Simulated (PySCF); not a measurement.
A structure optimised at r2SCAN-D4/def2-SVP, used in a PySCF frequency run:

```xyz
4

In     0.0000     0.0000     0.0000
I      2.6635     0.0000     0.0000
I     -1.3317    -2.3066     0.0000
I     -1.3317     2.3066     0.0000
```
Charge 0, spin multiplicity 1.

Problem. Write its SMILES, formula and point group.

Solution. [I][In]([I])[I], I3In, D3h

Problem. What are its rotational constants (standard atomic weights)?

Solution. 0.37424, 0.37424, 0.18712 GHz
